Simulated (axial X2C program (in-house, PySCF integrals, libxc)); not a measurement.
## Nuclear properties of BaIn

Calculated with an in-house all-electron X2C program for linear molecules (integrals from PySCF): two-component X2C with atomic mean-field Coulomb and Gaunt terms, Gaussian nuclei, basis Ba dyall-cv3z, In dyall-cv3z with contracted cores.

R = 3.533 Å (near the PBE0 minimum at charge 0 of the determinant lowest at the starting distance; the state shown can have its own minimum elsewhere).

Determinant lowest in the PBE0 search, Ω = 1/2 (⟨Sz⟩ = -0.49, ⟨Lz⟩ = 0.99 at PBE0), spin on the atoms Ba 0.11, In -0.60:

| level | Eeff magnitude (GV/cm) | Ws magnitude Ba (kHz) | Ws magnitude In (kHz) | A∥/gI Ba (MHz) | qzz Ba (a.u.) | A∥/gI In (MHz) | qzz In (a.u.) | μ (D) |
| --- | --- | --- | --- | --- | --- | --- | --- | --- |
| PBE0 | 11 | 8.91 | 5.09 | 1930 | -0.68 | 1200 | -1.59 | -3.22 |
| HF | 20.2 | 15.6 | 10 | 2160 | -1.54 | 1450 | -2.33 | -4.01 |
| r2SCAN | 12.8 | 10.4 | 6.08 | 2280 | -0.80 | 1500 | -1.85 | -3.48 |
| B3LYP | 6.44 | 5.16 | 3.14 | 1410 | -0.50 | 1170 | -1.30 | -2.99 |
| LDA | 3.05 | 2.27 | 1.75 | 897 | -0.59 | 1180 | -1.59 | -2.95 |

Determinant 0.14 eV from it at PBE0 and this distance, Ω = 3/2 (⟨Sz⟩ = 0.50, ⟨Lz⟩ = 1.00 at PBE0), spin on the atoms Ba -0.09, In 0.59:

```json
{"level": "PBE0", "Eeff magnitude (GV/cm)": "11.2", "Ws magnitude Ba (kHz)": "3.2", "Ws magnitude In (kHz)": "1.59", "A∥/gI Ba (MHz)": "-597", "qzz Ba (a.u.)": "-0.67", "A∥/gI In (MHz)": "111", "qzz In (a.u.)": "-1.97", "μ (D)": "-3.24"}
{"level": "HF", "Eeff magnitude (GV/cm)": "20.6", "Ws magnitude Ba (kHz)": "5.15", "Ws magnitude In (kHz)": "3.54", "A∥/gI Ba (MHz)": "-685", "qzz Ba (a.u.)": "-1.54", "A∥/gI In (MHz)": "-27.7", "qzz In (a.u.)": "-2.64", "μ (D)": "-3.89"}
{"level": "r2SCAN", "Eeff magnitude (GV/cm)": "12.9", "Ws magnitude Ba (kHz)": "3.8", "Ws magnitude In (kHz)": "1.8", "A∥/gI Ba (MHz)": "-670", "qzz Ba (a.u.)": "-0.79", "A∥/gI In (MHz)": "0.38", "qzz In (a.u.)": "-2.18", "μ (D)": "-3.50"}
{"level": "B3LYP", "Eeff magnitude (GV/cm)": "6.56", "Ws magnitude Ba (kHz)": "2.02", "Ws magnitude In (kHz)": "0.835", "A∥/gI Ba (MHz)": "-394", "qzz Ba (a.u.)": "-0.48", "A∥/gI In (MHz)": "155", "qzz In (a.u.)": "-1.66", "μ (D)": "-3.13"}
{"level": "LDA", "Eeff magnitude (GV/cm)": "2.61", "Ws magnitude Ba (kHz)": "1.14", "Ws magnitude In (kHz)": "0.0889", "A∥/gI Ba (MHz)": "-121", "qzz Ba (a.u.)": "-0.58", "A∥/gI In (MHz)": "96.5", "qzz In (a.u.)": "-1.90", "μ (D)": "-3.14"}
```

Eeff is the effective electric field on the electron electric dipole moment in this Ω state and Ws the scalar–pseudoscalar constant of the nucleus named (defined with the proton number Z and per Ω); A∥ (defined per Ω) follows by multiplying with gI = μI/(I μN); qzz is the electric field gradient, eQq0 = 234.96 MHz × Q/barn × qzz; μ is positive if the In end (last atom) is positive. The operators were transformed with the bare-nucleus X2C matrices; with these basis sets, hyperfine constants and field gradients can be off by tens of per cent, and where levels differ in sign neither size nor sign is settled.

(1) With gI(115In) = 1.2313, Q(115In) = 0.772 barn (g factors from the IAEA table of nuclear moments by Stone; Q from Pyykkö, Mol. Phys. 2018), turn the PBE0 values of the first state into constants in MHz.

Each state is one determinant with collinear spin. Unrestricted Hartree–Fock can overshoot spin polarisation at the nuclei. Where Eeff spreads by more than a factor of two the levels disagree and none is to be relied on. The search compared states at one distance, so a state with another bond length can lie lower. Where a field gradient or hyperfine factor spreads by more than a factor of two over the levels, a constant derived from it is not to be relied on. PBE0 term energies can be off by some tenths of an eV.

Results:

(1) A∥(115In) = 1200 × 1.2313 = 1480 MHz; eQq0(115In) = 234.96 × (0.772) × (-1.59) = -288 MHz.
